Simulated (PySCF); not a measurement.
PySCF 2.14 output of an unrestricted B3LYP calculation on a single atom or ion in aug-cc-pwCVTZ (8s7p5d3f, 75 functions), with no relativity, point nucleus:

```
SCF conv_tol = 1e-09
number electrons alpha = 8  beta = 6
    P. J. Stephens, F. J. Devlin, C. F. Chabalowski, and M. J. Frisch.,  J. Phys. Chem. 98, 11623 (1994)
cycle= 1 E= -289.168128332687  delta_E= -0.00887  |g|= 0.0108  |ddm|= 0.25
cycle= 2 E= -289.168228132454  delta_E= -9.98e-05  |g|= 0.00269  |ddm|= 0.0693
cycle= 3 E= -289.168233778265  delta_E= -5.65e-06  |g|= 0.00128  |ddm|= 0.00958
cycle= 4 E= -289.168234185901  delta_E= -4.08e-07  |g|= 0.000183  |ddm|= 0.002
cycle= 5 E= -289.168234210571  delta_E= -2.47e-08  |g|= 1.89e-05  |ddm|= 0.000763
cycle= 6 E= -289.168234210883  delta_E= -3.12e-10  |g|= 8.87e-07  |ddm|= 6.63e-05
converged SCF energy = -289.168234210883  <S^2> = 2.0031635  2S+1 = 3.0021083
```

The run itself started from symmetry-adapted Hartree-Fock orbitals and held the occupation by maximum overlap, on a logarithmic radial grid, so the iterations belong to that start.

Question: Which element, charge and spin multiplicity is this?

Answer: Si (silicon, neutral), multiplicity 3; the state was [Ne] 3s2 3p1 3d1, one real determinant (an excited configuration).

⟨L²⟩ = 8.01 against 12 for a pure F term, so this real determinant mixes terms. The outer electron is Rydberg-like, and this basis confines it to a smaller radius and binds it less than a complete one would.
